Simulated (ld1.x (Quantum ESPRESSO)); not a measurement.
# Configuration tests for W (Z = 74) (TM)

ld1.x (Quantum ESPRESSO) 7.5 input, shortened:

```
&input
   title='W', zed=74., rel=1, dft='PBE', iswitch=3,
   config='[Xe] 4f14 5d4 5f-2 6s2 6p0'
 /
 &inputp
   pseudotype=2, tm=.true., lloc=0,
   nlcc=.false.
 /
4
6P  2  1   0.00   0.00  3.40  3.40  0.0
5D  3  2   4.00   0.00  1.65  1.65  0.0
5F  4  3  -2.00   0.05  2.55  2.55  0.0
6S  1  0   2.00   0.00  2.20  2.20  0.0
 &test
   configts(1)='5d4 6s2 6p0'
 /
```

Energies are relative to the spin-unpolarised reference configuration 5d4 6s2 6p0; without spin polarisation the order of configurations can differ from experiment. Not all tests gave a result: 1 of 7 tests not solved or not reliable. The frozen-core shift is the all-electron ΔE with the core orbitals held at their reference shape minus the fully relaxed ΔE.

| valence configuration | charge | ΔE all-electron (eV) | error AE − PS (meV) | frozen-core shift (meV) |
| --- | --- | --- | --- | --- |
| 5d4 6s1 6p0 | +1 | 8.883 | +5.1 | +4.5 |
| 5d4 6s0 6p0 | +2 | 24.563 | +71 | +19 |
| 5d3 6s0 6p0 | +3 | 49.945 | +76 | +183 |
| 5d4 6s0 6p2 | 0 | 9.259 | +9.8 | +6.4 |
| 5d5 6s1 6p0 | 0 | 1.539 | -22 | +27 |
| 5d4 6s1 6p1 | 0 | 4.495 | +1.2 | +1.9 |

Levels in the configuration 5d3 6s0 6p0:

| level | all-electron (eV) | pseudo (eV) |
| --- | --- | --- |
| 5d | -31.108 | -31.134 |
